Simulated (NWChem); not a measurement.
NaOH; SMILES [OH][Na]

All runs: NWChem. Coordinates come from a PBE0/def2-SVP optimisation. Total energies compare along this basis series because the functional is fixed.

```json
[
 {"level": "B3LYP/def2-SVP", "basis functions": "34", "energy (Ha)": "-238.0119", "highest occupied level (eV)": "-4.56", "orbital gap (eV)": "3.15", "dipole (D)": "5.56"},
 {"level": "B3LYP/def2-SVPD", "basis functions": "49", "energy (Ha)": "-238.0354", "highest occupied level (eV)": "…", "orbital gap (eV)": "…", "dipole (D)": "…"},
 {"level": "B3LYP/def2-TZVP", "basis functions": "69", "energy (Ha)": "-238.1759", "highest occupied level (eV)": "-4.91", "orbital gap (eV)": "3.41", "dipole (D)": "6.05"},
 {"level": "B3LYP/def2-TZVPP", "basis functions": "77", "energy (Ha)": "-238.1777", "highest occupied level (eV)": "-4.93", "orbital gap (eV)": "3.43", "dipole (D)": "6.11"},
 {"level": "B3LYP/def2-QZVP", "basis functions": "133", "energy (Ha)": "-238.1910", "highest occupied level (eV)": "-5.03", "orbital gap (eV)": "3.50", "dipole (D)": "6.32"}
]
```

Complete the blanks.


- B3LYP/def2-SVPD, highest occupied level (eV): -5.08
- B3LYP/def2-SVPD, orbital gap (eV): 3.56
- B3LYP/def2-SVPD, dipole (D): 6.64
